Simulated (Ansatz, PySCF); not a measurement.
Torsion H3–B1–N2–H5 in aminoborane (SMILES BN); at each angle all else is relaxed with GFN2-xTB, and the levels are single points there.
Geometry at 180° (charge 0, multiplicity 1):
```xyz
6

B      0.68707     0.01419    -0.00267
N     -0.68945    -0.03656     0.01207
H      1.29074    -0.98858    -0.05084
H      1.21611     1.05878     0.03352
H     -1.27955     0.77788     0.05241
H     -1.21859    -0.89228    -0.01638
```

On the grid 0° to 330°, 60° is the highest and 180° the lowest point at CCSD(T)/CBS(cc-pVTZ, cc-pVQZ).

Rows in 3-21G, 6-31G* carry no dispersion term and start afresh at each structure (6-31G* with six Cartesian d functions).

Codes used: Ansatz (a program for electronic structure) with Gaussian orbitals; PySCF for 3-21G rows, 6-31G* rows, the dispersion terms. 

Q: One of these levels gives 32.41 kcal/mol for the energy at 60° less that at 180°. Name it.
A) r2SCAN-D4/def2-TZVPP
B) HF/6-31G*
C) HF/3-21G

A: A, r2SCAN-D4/def2-TZVPP. The others give 35.22 (HF/3-21G), 29.39 (HF/6-31G*)
